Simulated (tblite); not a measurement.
Isomers of C6H9PSSi. Computed with GFN2-xTB (tblite): harmonic, unscaled wavenumbers at the GFN2-xTB geometry, gas phase. The method is semi-empirical: single wavenumbers can be off by several per cent or more. Modes of hydrogen on silicon can be 10 to 20 % off. One conformer each.

Electronic energies: GFN2-xTB at the same geometries; isomer energies are rough at this level and their order can be wrong.

| SMILES | electronic energy, lowest = 0 (kcal/mol) |
| --- | --- |
| C/C([SiH3])=P\c1ccsc1 | 14.3 |
| [SiH3][C@@H]1CP1c1ccsc1 | 8.6 |
| CSc1cc([SiH3])ccp1 | 0.0 |

Question: How do GFN2-xTB zero-point energies change the relative energies?

Answer: 
| SMILES | ZPE (kcal/mol) | of it from modes above 1550 cm⁻¹ | electronic (kcal/mol) | with ZPE, lowest = 0 (kcal/mol) | lowest mode (cm⁻¹) | rings |
| --- | --- | --- | --- | --- | --- | --- |
| CSc1cc([SiH3])ccp1 | 77.3 | 35.7 | 0.0 | 0.0 | 12i | 1 |
| [SiH3][C@@H]1CP1c1ccsc1 | 77.4 | 36.2 | 8.6 | 8.7 | 38 | 2 |
| C/C([SiH3])=P\c1ccsc1 | 77.2 | 36.0 | 14.3 | 14.2 | 33 | 1 |

The zero-point energies span 0.2 kcal/mol, from `C/C([SiH3])=P\c1ccsc1` to `[SiH3][C@@H]1CP1c1ccsc1`. Slightly imaginary modes are left out of the zero-point energy: `CSc1cc([SiH3])ccp1` 12.1i cm⁻¹. The order is unchanged.
